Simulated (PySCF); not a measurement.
A geometry optimisation, step by step.

Compound: C₂H₇PSn.
Bonds: C1–C2 (double), C2–Sn3, Sn3–P4. Hydrogens: H5, H6 on C1; H7 on C2; H8, H9 on Sn3; H10, H11 on P4.

Method: PBE0-D3(BJ)/def2-SVP geometry optimisation, gas phase, def2 core potentials past Kr in PySCF 2.14.0; density fitting, grid level 1; the optimiser is geomeTRIC in internal coordinates, started from a GFN2-xTB structure with every atom displaced at random (about 0.01 Å). The frame can shift and turn from step to step; on so coarse a grid that alone can change the energy by a few meV, and forces under 0.02 eV/Å are noise.

Step 0: E = -17296.3996 eV, largest atomic force 2.374 eV/Å
```
atom  x, y, z in Å  |  force x, y, z in eV/Å
C1     -2.067   -0.046    0.922   -1.743   1.599  -0.204
C2     -1.333    0.377   -0.082    1.461  -0.195  -0.624
Sn3     0.500   -0.570   -0.651    0.132   0.160   0.350
P4      2.577    0.567    0.293   -1.290  -0.200   1.845
H5     -3.005    0.483    1.168    0.175  -0.177   0.046
H6     -1.841   -0.872    1.518    0.547  -1.665   1.129
H7     -1.602    1.245   -0.658   -0.375   0.565  -0.281
H8      0.499   -2.157   -0.081   -0.010  -0.423   0.340
H9      0.540   -0.742   -2.320    0.086   0.133  -0.661
H10     3.403   -0.007   -0.614    1.118  -0.792  -1.290
H11     2.367    1.697   -0.470   -0.100   0.997  -0.649
```

Step 1: E = -17296.6057 eV, largest atomic force 0.584 eV/Å
```
atom  x, y, z in Å  |  force x, y, z in eV/Å
C1     -1.932   -0.007    0.863    0.247  -0.409   0.336
C2     -1.171    0.386   -0.160   -0.111   0.026  -0.145
Sn3     0.589   -0.656   -0.782   -0.037  -0.205  -0.304
P4      2.560    0.626    0.143    0.259  -0.054  -0.438
H5     -2.820    0.546    1.179   -0.128   0.093  -0.011
H6     -1.691   -0.902    1.472   -0.099   0.293  -0.258
H7     -1.466    1.287   -0.718    0.063  -0.059   0.042
H8      0.575   -2.255   -0.085    0.014   0.354  -0.155
H9      0.649   -0.746   -2.537   -0.019  -0.004   0.500
H10     3.461    0.029   -0.829   -0.216   0.234   0.305
H11     2.307    1.782   -0.686    0.027  -0.268   0.129
```

Step 2: E = -17296.6357 eV, largest atomic force 0.134 eV/Å
```
atom  x, y, z in Å  |  force x, y, z in eV/Å
C1     -1.932   -0.014    0.864   -0.035  -0.008   0.037
C2     -1.179    0.387   -0.163    0.002  -0.045  -0.033
Sn3     0.586   -0.645   -0.783    0.004   0.126   0.045
P4      2.575    0.614    0.136    0.050  -0.036  -0.096
H5     -2.826    0.544    1.168   -0.003  -0.028   0.013
H6     -1.704   -0.912    1.453   -0.002   0.071  -0.050
H7     -1.471    1.290   -0.715    0.018   0.007   0.030
H8      0.571   -2.209   -0.096   -0.001  -0.093   0.052
H9      0.641   -0.749   -2.490    0.008  -0.009  -0.095
H10     3.481    0.036   -0.816   -0.049   0.040   0.070
H11     2.318    1.749   -0.699    0.007  -0.025   0.026
```

Step 3: E = -17296.6372 eV, largest atomic force 0.053 eV/Å
```
atom  x, y, z in Å  |  force x, y, z in eV/Å
C1     -1.938   -0.009    0.859    0.015  -0.047   0.020
C2     -1.181    0.390   -0.166   -0.036   0.017  -0.006
Sn3     0.586   -0.642   -0.783   -0.003   0.018   0.021
P4      2.578    0.609    0.138    0.001  -0.016  -0.010
H5     -2.837    0.537    1.172    0.019   0.024  -0.036
H6     -1.703   -0.905    1.444   -0.002  -0.013   0.005
H7     -1.468    1.295   -0.715    0.009   0.015  -0.003
H8      0.568   -2.211   -0.090   -0.002  -0.002   0.005
H9      0.645   -0.750   -2.496   -0.001  -0.003  -0.013
H10     3.486    0.033   -0.807   -0.002  -0.003   0.009
H11     2.326    1.744   -0.696    0.003   0.009   0.006
```

Step 4: E = -17296.6375 eV, largest atomic force 0.051 eV/Å
```
atom  x, y, z in Å  |  force x, y, z in eV/Å
C1     -1.939   -0.011    0.855   -0.021   0.039  -0.025
C2     -1.182    0.393   -0.169    0.017  -0.020   0.000
Sn3     0.584   -0.640   -0.782    0.007  -0.025  -0.021
P4      2.579    0.605    0.142   -0.012  -0.003   0.019
H5     -2.835    0.542    1.160   -0.005  -0.006   0.013
H6     -1.708   -0.909    1.439    0.001  -0.016   0.001
H7     -1.467    1.302   -0.713    0.000   0.004   0.006
H8      0.563   -2.210   -0.084   -0.002   0.033  -0.012
H9      0.646   -0.751   -2.498    0.000  -0.003   0.029
H10     3.487    0.027   -0.799    0.013  -0.014  -0.012
H11     2.332    1.742   -0.690    0.002   0.010   0.002
```

Step 5: E = -17296.6379 eV, largest atomic force 0.026 eV/Å
```
atom  x, y, z in Å  |  force x, y, z in eV/Å
C1     -1.943   -0.010    0.849   -0.009   0.017  -0.018
C2     -1.182    0.396   -0.170    0.009  -0.006  -0.002
Sn3     0.585   -0.639   -0.780    0.001  -0.008  -0.014
P4      2.581    0.601    0.146   -0.008   0.002   0.015
H5     -2.838    0.545    1.155   -0.007  -0.003   0.006
H6     -1.717   -0.911    1.430    0.000  -0.006   0.002
H7     -1.462    1.307   -0.713    0.003   0.005   0.007
H8      0.560   -2.206   -0.081   -0.001   0.008  -0.002
H9      0.650   -0.754   -2.495    0.000  -0.001   0.012
H10     3.489    0.021   -0.794    0.008  -0.009  -0.008
H11     2.340    1.741   -0.685    0.003   0.001   0.004
```

**Question.** Summarise the path.

**Answer.** The energy falls by 0.2383 eV from step 0 to step 5; nine tenths of that is first reached at step 2. It falls at every step. The largest force goes from 2.374 to 0.026 eV/Å. Among the bonds P4–H10 changes most, from 1.355 to 1.430 Å; the atoms move by 0.083 Å rms after alignment.

**Question.** Follow the three bonds and two angles with the largest change from start to end.

**Answer.** 
| step | E above end (eV) | largest force (eV/Å) | P4–H10 (Å) | C1–H6 (Å) | P4–H11 (Å) | H8–Sn3–H9 (°) | C2–Sn3–P4 (°) |
| --- | --- | --- | --- | --- | --- | --- | --- |
| 0 | 0.2383 | 2.374 | 1.355 | 1.044 | 1.379 | 103.9 | 113.7 |
| 1 | 0.0322 | 0.584 | 1.453 | 1.108 | 1.445 | 110.6 | 106.8 |
| 2 | 0.0021 | 0.134 | 1.435 | 1.098 | 1.433 | 110.2 | 107.7 |
| 3 | 0.0006 | 0.053 | 1.431 | 1.096 | 1.431 | 110.3 | 107.9 |
| 4 | 0.0003 | 0.051 | 1.430 | 1.096 | 1.430 | 110.3 | 108.0 |
| 5 | 0.0000 | 0.026 | 1.430 | 1.096 | 1.431 | 110.2 | 108.1 |

The cost below is that of the whole optimisation. On an Arm Neoverse V1 with one thread, shared host with 32 logical CPUs at a one-minute load of 10, this took 30 s of wall time and 0.45 GiB of memory at its peak.
